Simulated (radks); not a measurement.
Values are calculated unless marked as measured or tabulated.
Species: Ba3+. Configuration: [Kr] 4d10 5s1.5 5p5.5 (fractional occupations, a model configuration). Level of theory: scalar-relativistic Kohn-Sham, r2SCAN, spin-polarised, spherical densities, finite nucleus; open shells are filled with parallel spins first (spin-orbit coupling, left out, can overturn this in heavy ions); meta-GGA in the generalised Kohn-Sham scheme; Fermi nuclear charge, rms radius 4.8378 fm (a radial shooting solver on a logarithmic mesh with Libxc functionals).

Normalised radial functions P(r) = r R(r), r in bohr:

r           4d up
0.001355   0.0000
0.00207    0.0000
0.003138   0.0001
0.004757   0.0003
0.007211   0.0010
0.01102    0.0033
0.0167     0.0101
0.02532    0.0294
0.03869    0.0809
0.05865    0.1958
0.08891    0.4009
0.1348     0.6351
0.2059     0.6369
0.3122     0.0806
0.4732    -0.8327
0.7231    -1.2384
1.096     -0.7934
1.662     -0.2458
2.519     -0.0312
3.849     -0.0010
5.835     0.0000

4d up: eigenvalue -117.59 eV, 1 radial node at r = 0.325 bohr, <r> = 0.799 bohr, 90 % of the charge inside 1.20 bohr.
